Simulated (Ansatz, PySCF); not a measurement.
This PySCF input computes a BLYP/def2-TZVPD energy:

```python
from pyscf import gto, scf, dft

mol = gto.M(
    atom='''
    Ga    0.00000000    0.00000000    0.00000000
    H     0.00000000    0.00000000    1.52926202
    H    -0.00000000   -0.00000000   -1.52926202
    ''',
    basis='def2-tzvpd',
    charge=1,
    spin=0,
    verbose=4,
)

mf = dft.RKS(mol, xc='blyp').density_fit(auxbasis='def2-universal-jkfit')
mf.grids.level = 3
mf.conv_tol = 1e-9
mf.max_cycle = 100
mf.max_memory = 1500
mf.kernel()
if not mf.converged:
    mf = mf.newton()
    mf.kernel(mf.make_rdm1())
mf.analyze()
```

Task: Write an input for the same energy in Ansatz (a first-principles code) and say what it gives.

Result: 
Ansatz 0.2 input:
```yaml
crystal:
  periodic: [false, false, false]
  atoms:
    - {symbol: Ga, position_ang: [0.00000000, 0.00000000, 0.00000000]}
    - {symbol: H, position_ang: [0.00000000, 0.00000000, 1.52926202]}
    - {symbol: H, position_ang: [-0.00000000, -0.00000000, -1.52926202]}
basis:
  gaussian:
    orbitals: def2-TZVPD
hamiltonian:
  xc: {name: BLYP}
total_charge: 1
output: {forces: true}
```
It gives -1925.80147 Eh, and PySCF -1925.80151 Eh, a difference of 0.04 mEh, from the treatment of integrals and grids.
